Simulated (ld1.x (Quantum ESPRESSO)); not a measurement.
# Which change was made? (Ga, TM)

Ga, norm-conserving Troullier–Martins (Kleinman–Bylander form), made with ld1.x (Quantum ESPRESSO) 7.5 (PBE, scalar-relativistic). Core [Ar] 3d10, reference 4s1 4p2. Waves: 4s (bound): rc 1.70 bohr; 4p (bound): rc 2.25 bohr. Local part: the p channel. Core correction: Bessel-smoothed model core inside 0.80 bohr.

Cutoffs, loose and tight: the cutoffs (Ry, on a coarse ladder) from which the occupation-weighted sum of valence levels, in a spherical-Bessel basis at the reference potential, stays within 10 and 1 mRy of its value at 400 Ry. They do not see the model core or the augmentation charge, which bear on the density cutoff. Test errors are all-electron minus pseudo excitation energies from the reference, over the configurations 4s2 4p1; 4s2 4p0; 4s1 4p0; 4s1 4p1; 4s2 4p0.5; 4s0 4p3; 4s2 4p1.3; variants that change the core or the reference have their own tests.

The base gives: outcome: generated; cutoff, loose: 12 Ry; cutoff, tight: 35 Ry; bound ghosts: s; largest test error (meV): -97.

Problem. After one change the result is: outcome: failed: the pseudo-atom did not reach self-consistency. Which change was it?
A. wave 4s (bound): rc 1.70 bohr becomes 4s (bound): rc 2.16 bohr
B. all radii but the core radius scaled by about 1.22 (s 2.08, p 2.74 bohr)
C. reference 4s2 4p1
D. core [Ar], valence charge 13; reference 3d10 4s2 4p1; waves now 4p (bound): rc 0.80 bohr; 3d (bound): rc 0.70 bohr; 4s (bound): rc 1.40 bohr; local potential the s channel; core correction a·sin(br)/r model core inside 0.35 bohr

Solution. D. The others give: all radii but the core radius scaled by about 1.22 (s 2.08, p 2.74 bohr) → outcome: generated; cutoff, loose: 10 Ry; cutoff, tight: 30 Ry; bound ghosts: none; largest test error (meV): -102 | wave 4s (bound): rc 1.70 bohr becomes 4s (bound): rc 2.16 bohr → outcome: generated; cutoff, loose: 12 Ry; cutoff, tight: 30 Ry; bound ghosts: none; largest test error (meV): -96 | reference 4s2 4p1 → outcome: generated; cutoff, loose: 15 Ry; cutoff, tight: 35 Ry; bound ghosts: s; largest test error (meV): -202.
